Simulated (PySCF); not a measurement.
## Potential energy of SbF⁻ along the bond

Set-up: Sb aug-cc-pVDZ-PP with ECP28, F aug-cc-pVDZ; scalar-relativistic core potentials (PySCF 2.14). Energies in eV from Sb + F⁻ in their ground configurations at the same level. State: ²Π (doublet), unpaired electrons π ↑.

| R (Å) | PBE0 |
| --- | --- |
| 1.757 | -0.882 |
| 1.839 | -1.417 |
| 1.920 | -1.698 |
| 1.982 | -1.791 |
| 2.043 | -1.814 |
| 2.104 | -1.784 |
| 2.186 | -1.688 |
| 2.288 | -1.511 |
| 2.411 | -1.258 |
| 2.574 | -0.905 |

Q: Put a parabola through the three lowest points of the PBE0 curve and estimate Re, k and ωe (reduced mass 16.42 u; 1 eV/Å² = 0.16022 mdyn/Å; ωe = 1302.8·√(k/μ) cm⁻¹).

A: Through R = 1.982, 2.043, 2.104 Å the second-order coefficient is 7.12 eV/Å², so Re ≈ 2.039 Å, k ≈ 2.28 mdyn/Å and ωe ≈ 486 cm⁻¹. A polynomial fit of higher order to the unrounded PBE0 energies gives Re = 2.036 Å, k = 2.30 mdyn/Å, ωe = 488 cm⁻¹; anharmonicity and rounding make the difference.

The higher-order fit for each curve: PBE0: Re = 2.036 Å, ωe = 488 cm⁻¹, De = 1.81 eV.

Spin–orbit coupling is left out, which matters for elements this heavy, above all for dissociation energies. For an ion De counts to the pair picked by the measured ionisation energies or electron affinities, which need not be the lowest pair at this level. The highest Kohn–Sham level is positive in this anion. Much of that is self-interaction error, but it also means that the finite basis helps to hold the extra electron. The state was picked by a PBE0 search and need not be the measured ground state.
